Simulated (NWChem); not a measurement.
System: C2H4BFO2; SMILES C(=O)(C)B(O)F

NWChem printed, in part:

```
             Northwest Computational Chemistry Package (NWChem) 7.3.0
             --------------------------------------------------------

 CS  symmetry detected

                             Geometry "geometry" -> ""
                             -------------------------

 Output coordinates in angstroms (scale by  1.889725989 to convert to a.u.)

  No.       Tag          Charge          X              Y              Z
 ---- ---------------- ---------- -------------- -------------- --------------
    1 C                    6.0000    -1.09169425    -1.68070070     0.00000000
    2 C                    6.0000     0.10796926    -0.78460540     0.00000000
    3 O                    8.0000     1.24912810    -1.21518851     0.00000000
    4 B                    5.0000    -0.01599698     0.82885646     0.00000000
    5 O                    8.0000     1.12884712     1.51360272     0.00000000
    6 F                    9.0000    -1.18489426     1.45134227     0.00000000
    7 H                    1.0000    -1.71888733    -1.46300183     0.88033300
    8 H                    1.0000    -1.71888733    -1.46300183    -0.88033300
    9 H                    1.0000    -0.79073571    -2.73667840     0.00000000
   10 H                    1.0000     1.85109182     0.86084226     0.00000000

 Effective nuclear repulsion energy (a.u.)     218.4649539796

      Symmetry information
      --------------------

 Group name             Cs
 Group number              2
 Group order               2
 No. of unique centers     9

                                 NWChem DFT Module
                                 -----------------

 Summary of "ao basis" -> "ao basis" (spherical)
 ------------------------------------------------------------------------------
       Tag                 Description            Shells   Functions and Types
 ---------------- ------------------------------  ------  ---------------------
 C                           sto-3g                  3        5   2s1p
 O                           sto-3g                  3        5   2s1p
 B                           sto-3g                  3        5   2s1p
 F                           sto-3g                  3        5   2s1p
 H                           sto-3g                  1        1   1s

      Symmetry analysis of basis
      --------------------------

        a'         27
        a"          7

            General Information
            -------------------
          SCF calculation type: DFT
          Wavefunction type:  closed shell.
          No. of atoms     :    10
          No. of electrons :    46
           Alpha electrons :    23
            Beta electrons :    23
          Charge           :     0
          Spin multiplicity:     1
          Use of symmetry is: on ; symmetry adaption is: on
          Maximum number of iterations: 150
          AO basis - number of functions:    34
                     number of shells:    22
          Convergence on energy requested:  1.00D-06
          Convergence on density requested:  1.00D-05
          Convergence on gradient requested:  5.00D-04

              XC Information
              --------------
                         B3LYP Method XC Potential
                     Hartree-Fock (Exact) Exchange  0.200
                        Slater Exchange Functional  0.800 local
                    Becke 1988 Exchange Functional  0.720 non-local
              Lee-Yang-Parr Correlation Functional  0.810
                  VWN I RPA Correlation Functional  0.190 local

             Grid Information
             ----------------
          Grid used for XC integration:  medium
          Radial quadrature: Mura-Knowles
          Angular quadrature: Lebedev.
          Tag              B.-S. Rad. Rad. Pts. Rad. Cut. Ang. Pts.
          ---              ---------- --------- --------- ---------
          C                   0.70       49          10.0       434
          O                   0.60       49          11.0       434
          B                   0.85       49          10.0       434
          F                   0.50       49          10.0       434
          H                   0.35       45          11.0       434
          Grid pruning is: on
          Number of quadrature shells:   429
          Spatial weights used:  Erf1

      Superposition of Atomic Density Guess
      -------------------------------------

 Sum of atomic energies:        -345.93761431

      Non-variational initial energy
      ------------------------------

 Total energy =    -346.909005
 1-e energy   =    -916.110068
 2-e energy   =     350.736109
 HOMO         =      -0.103407
 LUMO         =       0.152230

      Symmetry analysis of molecular orbitals - initial
      -------------------------------------------------

  Numbering of irreducible representations:

     1 a'          2 a"

  Orbital symmetries:

     1 a'          2 a'          3 a'          4 a'          5 a'
     6 a'          7 a'          8 a'          9 a'         10 a'
    11 a'         12 a'         13 a'         14 a'         15 a"
    16 a'         17 a"         18 a'         19 a'         20 a"
    21 a"         22 a'         23 a'         24 a"         25 a"
    26 a'         27 a'         28 a'         29 a'         30 a"
    31 a'         32 a'         33 a'

     ---------------------------------------------
      Total Density - Mulliken Population Analysis
     ---------------------------------------------

    Atom       Charge   Shell Charges
 -----------   ------   -------------------------------------------------------
    1 C    6     6.16   1.99  1.30  2.87
    2 C    6     5.36   1.99  1.24  2.12
    3 O    8     8.80   2.00  1.86  4.94
    4 B    5     4.13   1.99  0.91  1.23
    5 O    8     8.66   2.00  1.80  4.86
    6 F    9     9.44   2.00  1.92  5.52
    7 H    1     0.93   0.93
    8 H    1     0.93   0.93
    9 H    1     0.95   0.95
   10 H    1     0.63   0.63

   convergence    iter        energy       DeltaE   RMS-Dens  Diis-err
 ---------------- ----- ----------------- --------- --------- ---------
 d= 0,ls=0.0,diis     1   -348.7472942790 -5.67D+02  8.88D-02  1.64D+00
 d= 0,ls=0.0,diis     2   -348.1068100215  6.40D-01  5.96D-02  6.97D+00
 d= 0,ls=0.0,diis     3   -349.0301534774 -9.23D-01  9.62D-03  4.60D-02
 d= 0,ls=0.0,diis     4   -349.0322350215 -2.08D-03  4.46D-03  3.54D-02
 d= 0,ls=0.0,diis     5   -349.0375197921 -5.28D-03  3.35D-04  1.03D-04
  Resetting Diis
 d= 0,ls=0.0,diis     6   -349.0375327092 -1.29D-05  1.40D-04  1.68D-05
 d= 0,ls=0.0,diis     7   -349.0375352468 -2.54D-06  7.91D-05  1.50D-06
 d= 0,ls=0.0,diis     8   -349.0375349951  2.52D-07  4.91D-05  3.05D-06
 d= 0,ls=0.0,diis     9   -349.0375354777 -4.83D-07  4.63D-06  1.82D-08

         Total DFT energy =     -349.037535477695
      One electron energy =     -915.327671285616
           Coulomb energy =      392.130652238749
    Exchange-Corr. energy =      -44.305470410452
 Nuclear repulsion energy =      218.464953979625

 Numeric. integr. density =       46.000007209903

                  Occupations of the irreducible representations
                  ----------------------------------------------

                     irrep           alpha         beta
                     --------     --------     --------
                     a'               19.0         19.0
                     a"                4.0          4.0

                       DFT Final Molecular Orbital Analysis
                       ------------------------------------

 Vector   21  Occ=2.000000D+00  E=-2.368204D-01  Symmetry=a'
              MO Center=  1.7D-01,  7.5D-01, -2.0D-14, r^2= 3.2D+00
   Bfn.  Coefficient  Atom+Function         Bfn.  Coefficient  Atom+Function
  ----- ------------  ---------------      ----- ------------  ---------------
    29      0.568320   6 F  py               24      0.516954   5 O  py
    14      0.300235   3 O  py                9      0.283129   2 C  py
    13      0.272504   3 O  px               28      0.207282   6 F  px
    23      0.189234   5 O  px                7      0.177070   2 C  s
    22      0.155341   5 O  s                33      0.094054   9 H  s

 Vector   22  Occ=2.000000D+00  E=-2.245478D-01  Symmetry=a"
              MO Center=  2.8D-01,  1.4D+00,  2.4D-14, r^2= 1.7D+00
   Bfn.  Coefficient  Atom+Function         Bfn.  Coefficient  Atom+Function
  ----- ------------  ---------------      ----- ------------  ---------------
    25      0.774036   5 O  pz               30     -0.611193   6 F  pz
    15     -0.100023   3 O  pz               20      0.090429   4 B  pz
    10     -0.050634   2 C  pz

 Vector   23  Occ=2.000000D+00  E=-1.260026D-01  Symmetry=a'
              MO Center=  6.4D-01, -7.9D-01, -3.1D-15, r^2= 2.2D+00
   Bfn.  Coefficient  Atom+Function         Bfn.  Coefficient  Atom+Function
  ----- ------------  ---------------      ----- ------------  ---------------
    14      0.797798   3 O  py               29     -0.292144   6 F  py
     3      0.246241   1 C  px               19      0.234046   4 B  py
    13      0.227481   3 O  px                9     -0.204805   2 C  py
    17     -0.195287   4 B  s                 2      0.191670   1 C  s
     4      0.176970   1 C  py               23     -0.136430   5 O  px

 Vector   24  Occ=0.000000D+00  E= 5.895265D-02  Symmetry=a"
              MO Center=  4.4D-01, -4.3D-01, -2.5D-17, r^2= 2.2D+00
   Bfn.  Coefficient  Atom+Function         Bfn.  Coefficient  Atom+Function
  ----- ------------  ---------------      ----- ------------  ---------------
    15     -0.670310   3 O  pz               10      0.622021   2 C  pz
    20      0.412253   4 B  pz               25     -0.305558   5 O  pz
    30     -0.250150   6 F  pz               31     -0.150156   7 H  s
    32      0.150156   8 H  s

 Vector   25  Occ=0.000000D+00  E= 2.024447D-01  Symmetry=a"
              MO Center=  4.4D-02,  3.9D-01, -2.6D-17, r^2= 2.1D+00
   Bfn.  Coefficient  Atom+Function         Bfn.  Coefficient  Atom+Function
  ----- ------------  ---------------      ----- ------------  ---------------
    20      0.836878   4 B  pz               10     -0.548677   2 C  pz
    25     -0.399989   5 O  pz               30     -0.351730   6 F  pz
    15      0.319257   3 O  pz               31      0.185496   7 H  s
    32     -0.185496   8 H  s                 5     -0.122931   1 C  pz

 Vector   26  Occ=0.000000D+00  E= 3.274238D-01  Symmetry=a'
              MO Center=  1.3D+00,  1.0D+00, -6.2D-16, r^2= 1.5D+00
   Bfn.  Coefficient  Atom+Function         Bfn.  Coefficient  Atom+Function
  ----- ------------  ---------------      ----- ------------  ---------------
    34      1.021697  10 H  s                22     -0.789788   5 O  s
    24      0.555540   5 O  py               17      0.513711   4 B  s
    23     -0.317091   5 O  px               28     -0.298895   6 F  px
    19      0.263387   4 B  py               27     -0.233012   6 F  s
    21      0.119659   5 O  s                16     -0.111658   4 B  s

     ---------------------------------------------
      Total Density - Mulliken Population Analysis
     ---------------------------------------------

    Atom       Charge   Shell Charges
 -----------   ------   -------------------------------------------------------
    1 C    6     6.25   1.99  1.20  3.06
    2 C    6     5.95   1.99  1.19  2.77
    3 O    8     8.21   2.00  1.88  4.33
    4 B    5     4.66   1.99  0.81  1.86
    5 O    8     8.31   2.00  1.83  4.49
    6 F    9     9.12   2.00  1.94  5.18
    7 H    1     0.92   0.92
    8 H    1     0.92   0.92
    9 H    1     0.92   0.92
   10 H    1     0.76   0.76

     -------------------------------------------
      Total Density - Lowdin Population Analysis
     -------------------------------------------

    Atom       Charge   Shell Charges
 -----------   ------   -------------------------------------------------------
    1 C    6     6.15   1.98  1.03  3.14
    2 C    6     5.96   1.99  1.10  2.87
    3 O    8     8.14   2.00  1.76  4.38
    4 B    5     4.94   1.98  0.87  2.09
    5 O    8     8.13   2.00  1.63  4.50
    6 F    9     9.01   2.00  1.83  5.19
    7 H    1     0.95   0.95
    8 H    1     0.95   0.95
    9 H    1     0.95   0.95
   10 H    1     0.82   0.82

     Multipole analysis of the density
     ---------------------------------

     L   x y z        total         alpha         beta         nuclear
     -   - - -        -----         -----         ----         -------
     0   0 0 0     -0.000000    -23.000000    -23.000000     46.000000

     1   1 0 0     -0.142779     -0.071389     -0.071389     -0.000000
     1   0 1 0     -0.119309     -0.059655     -0.059655     -0.000000
     1   0 0 1     -0.000000     -0.000000     -0.000000      0.000000

     2   2 0 0    -22.378243   -104.921805   -104.921805    187.465368
     2   1 1 0      1.470928     -8.673694     -8.673694     18.818316
     2   1 0 1      0.000000      0.000000      0.000000      0.000000
     2   0 2 0    -25.242840   -165.618929   -165.618929    305.995019
     2   0 1 1      0.000000      0.000000      0.000000      0.000000
     2   0 0 2    -21.310015    -13.422533    -13.422533      5.535051
```

Level: B3LYP/STO-3G. Geometry: optimised at PBE0/def2-SVP.

Task: Reconstruct the input file.

Result: Several could match; the one computed here: the input that was run:
```
start job
memory heap 200 mb stack 700 mb global 900 mb
geometry units angstroms noautoz
  C     -1.097477    -1.632759     0.000000
  C      0.107118    -0.743304     0.000000
  O      1.245881    -1.180184     0.000000
  B     -0.007934     0.870818     0.000000
  O      1.140675     1.549230     0.000000
  F     -1.173375     1.499751     0.000000
  H     -1.723458    -1.411599     0.880333
  H     -1.723458    -1.411599    -0.880333
  H     -0.802356    -2.690383     0.000000
  H      1.859303     0.892490     0.000000
end
basis spherical
  * library sto-3g
end
dft
  xc b3lyp
  iterations 150
  mulliken
end
task dft energy
```
